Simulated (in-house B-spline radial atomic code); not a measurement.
The numbers below are computed, except where a source is named.
Ghost states of the separable form: V

V, [Ar] 3d3 4s2, non-relativistic PBE, spherical and spin-unpolarised, from an all-electron radial atomic-structure program (B-spline basis) (atomic units; all potentials screened as in the neutral atom).

Troullier-Martins channels: 4s (ε = -0.1708, r_c = 3.234 bohr), 3d (ε = -0.1965, r_c = 3.014 bohr). In the Kleinman-Bylander form one channel serves as the local potential, and each other channel l becomes |δV u><u δV|/<u|δV|u>, with δV = V_l − V_local and u the pseudo-orbital. Its strength is E_KB = <u|δV²|u>/<u|δV|u>. By the analysis of Gonze, Stumpf and Scheffler a spurious state lies below the reference level ε if E_KB > 0 and ε is above the second level of the local potential alone, or if E_KB < 0 and ε is above its first. The table's levels are those of angular momentum l in a sphere of 9 bohr, whose wall can lift a shallow ε a little above its free-atom value.

| local | channel | <u δV u> | <u δV² u> | ε | first local level | second local level |
| --- | --- | --- | --- | --- | --- | --- |
| s | d | -2.6678 | 12.086 | -0.1964 | 0.0831 | 0.3277 |
| d | s | 0.157 | 0.84889 | -0.1698 | -3.9437 | -0.3747 |

Q: Apply the rule to each row.

A: Local s, channel d: E_KB = -4.53, so ε = -0.1964 is set against 0.0831: no ghost. Local d, channel s: E_KB = +5.41, so ε = -0.1698 is set against -0.3747: a ghost.

Diagonalising the separable Hamiltonian gives:

```json
{"local": "s", "channel": "d", "three lowest levels": "-0.1964, 0.1077, 0.3906", "all-electron, two lowest valence levels": "-0.1964, 0.1044"}
{"local": "d", "channel": "s", "three lowest levels": "-1.0941, -0.1698, 0.1059", "all-electron, two lowest valence levels": "-0.1698, 0.1045"}
```

Q: Which choices of local channel are safe?

A: Free of ghosts: s. With d local the s channel has a ghost 0.92 hartree below ε, since the local potential binds more than one state below ε, and a repulsive term of rank one raises each level at most to the next, so it clears only one of them. Among the safe choices the second level, which tests transfer, is off by at most 3.2 millihartree (s local).
